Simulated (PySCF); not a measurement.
# Stretching ErB

Set-up: PySCF, spin-free X2C with a Gaussian nucleus, basis sets Er x2c-SVPall, B x2c-SVPall. Energies in eV from Er (4f12 6s2) + B in their ground configurations at the same level. State: Ms = 0.5 determinant of mixed spin, about 11.5 electrons in the 4f shell (Mulliken), real f orbitals that mix terms.

All columns are PBE0. A positive dipole means Er(−)B(+).

| R (Å) | E (eV) | μ (D) | Mulliken charge on Er (basis-dependent) | HOMO (eV) | LUMO (eV) | Mayer bond order | ⟨S²⟩ |
| --- | --- | --- | --- | --- | --- | --- | --- |
| 2.146 | -0.816 | -3.64 | 0.25 | -4.63 | -2.36 | 2.06 | 3.18 |
| 2.241 | -0.939 | -3.76 | 0.27 | -4.67 | -2.43 | 2.00 | 3.05 |
| 2.312 | -0.978 | -3.83 | 0.29 | -4.66 | -2.49 | 1.93 | 2.93 |
| 2.384 | -0.988 | -3.88 | 0.30 | -4.65 | -2.48 | 1.83 | 2.82 |
| 2.455 | -0.977 | -3.93 | 0.32 | -4.63 | -2.44 | 1.72 | 2.71 |
| 2.551 | -0.941 | -3.98 | 0.33 | -4.52 | -2.34 | 1.56 | 2.57 |
| 2.670 | -0.878 | -4.02 | 0.34 | -4.28 | -2.19 | 1.34 | 2.42 |
| 2.813 | -0.829 | -3.79 | 0.32 | -4.35 | -2.14 | 1.01 | 2.32 |

A fit through these points gives, at Re = 2.380 Å, μ = -3.88 D and dμ/dR = -0.751 D/Å; the reduced mass is 10.32 u.

How strong is the fundamental in the double-harmonic approximation, I = 42.26·(dμ/dR)²/μred km/mol?

I = 42.26·(-0.751)²/10.32 = 2.31 km/mol at PBE0.

Spin–orbit coupling is left out, which matters for elements this heavy, above all for dissociation energies. The state is the lowest single determinant that the PBE0 search found; with open d or f shells the true ground state can be another one.
